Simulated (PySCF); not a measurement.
Electron correlation in N²⁺ (nitrogen, charge +2)

[He] 2s2 2p1, 2P determinant. Computed with PySCF 2.14 in cc-pVDZ, with no relativity, point nucleus. Frozen: 1s2; 3 electrons correlated.

MP2 pair energies summed by pair of shells (mhartree):

```tsv
pair	energy	share (%)
2s-2s	-29.61	64.7
2s-2p	-16.16	35.3
```

Total MP2 correlation energy: -45.77 mhartree.

Same-spin part -2.32 and opposite-spin part -43.45 mhartree; SCS-MP2 scales them by 1/3 and 6/5 to -52.91 mhartree.

| level | correlation energy (mhartree) |
| --- | --- |
| CCSD | -74.32 |
| (T) | -0.54 |
| CCSD(T) | -74.86 |

Diagnostics: T1 = 0.0065, D1 = 0.0121, largest double amplitude 0.139.

Cost of the coupled-cluster step: 0.08 s of wall time on 1 thread of Neoverse-V1 (shared host), for 3 correlated electrons.
